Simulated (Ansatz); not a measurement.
Ansatz (an electronic-structure program) input (CCSD(T)/def2-SVPD):

Ansatz 0.2 input:
```yaml
crystal:
  periodic: [false, false, false]
  atoms:
    - {symbol: Si, position_ang: [-0.49830147, -0.01537292, -0.09393418]}
    - {symbol: C, position_ang: [-2.27679679, -0.07677199, -0.46122146]}
    - {symbol: Br, position_ang: [0.04568207, 1.99189801, 0.68222875]}
    - {symbol: Br, position_ang: [0.68683461, -0.40073170, -1.93934135]}
    - {symbol: Br, position_ang: [0.01866084, -1.56612640, 1.40786380]}
    - {symbol: H, position_ang: [-2.83396982, -1.00406296, -0.41262045]}
    - {symbol: H, position_ang: [-2.82024223, 0.80351880, -0.78126454]}
basis:
  gaussian:
    orbitals: def2-SVPD
magnetization: {spin_polarized: true, initial_magnetization: 1}
correlation: {method: ccsd_t, electrons: outside_noble_gas}
output: {forces: true}
```

End of the output:

```
mean field -218895.86382766 eV, -8044.2746227210 hartree, gradient 2.0e-6 eV, S^2 0.760574; 0 other end points of the search recorded, 0 dependent functions left out
48 core orbitals not correlated
reference -218895.86382766 eV, -8044.2746227210 hartree; 16, 15 occupied and 119, 120 virtual orbitals, 1769 factors
densities: 5.36 GiB planned
second order -15.94728301 eV of doubles, -0.00000000 eV of singles
coupled cluster: 2.99 GiB planned
cycle   1  -16.85905833 eV  change   -9.1e-1 eV  update   9.3e-2
cycle   2  -17.22157709 eV  change   -3.6e-1 eV  update   2.7e-2
cycle   3  -17.30059025 eV  change   -7.9e-2 eV  update   1.4e-2
cycle   4  -17.29990697 eV  change    6.8e-4 eV  update   4.4e-3
cycle   5  -17.29898882 eV  change    9.2e-4 eV  update   2.2e-3
cycle   6  -17.29946565 eV  change   -4.8e-4 eV  update   8.1e-4
cycle   7  -17.29977543 eV  change   -3.1e-4 eV  update   4.0e-4
cycle   8  -17.29981815 eV  change   -4.3e-5 eV  update   1.4e-4
cycle   9  -17.29978597 eV  change    3.2e-5 eV  update   6.3e-5
cycle  10  -17.29976511 eV  change    2.1e-5 eV  update   2.0e-5
cycle  11  -17.29976837 eV  change   -3.3e-6 eV  update   8.8e-6
cycle  12  -17.29977005 eV  change   -1.7e-6 eV  update   3.6e-6
cycle  13  -17.29977080 eV  change   -7.5e-7 eV  update   1.7e-6
perturbative correction -0.57727048 eV, -0.0212142988 hartree
the calculation of the forces begins
Total energy: -218913.74086894 eV, -8044.9315918706 hartree
Atom 0 at    -0.498301    -0.015373    -0.093934 Å, force     0.274559     0.005461     0.037001 eV/Å
Atom 1 at    -2.276797    -0.076772    -0.461221 Å, force    -0.045048     0.013793     0.065955 eV/Å
Atom 2 at     0.045682     1.991898     0.682229 Å, force     0.054457     0.230997     0.086705 eV/Å
Atom 3 at     0.686835    -0.400732    -1.939341 Å, force     0.129566    -0.043109    -0.206551 eV/Å
Atom 4 at     0.018661    -1.566126     1.407864 Å, force     0.051341    -0.179366     0.170396 eV/Å
Atom 5 at    -2.833970    -1.004063    -0.412620 Å, force    -0.235301    -0.390931     0.000142 eV/Å
Atom 6 at    -2.820242     0.803519    -0.781265 Å, force    -0.229574     0.363155    -0.153649 eV/Å
Dipole moment:    -0.349462    -0.011352    -0.068674 e Å
```

It need not be the lowest isomer of its formula.
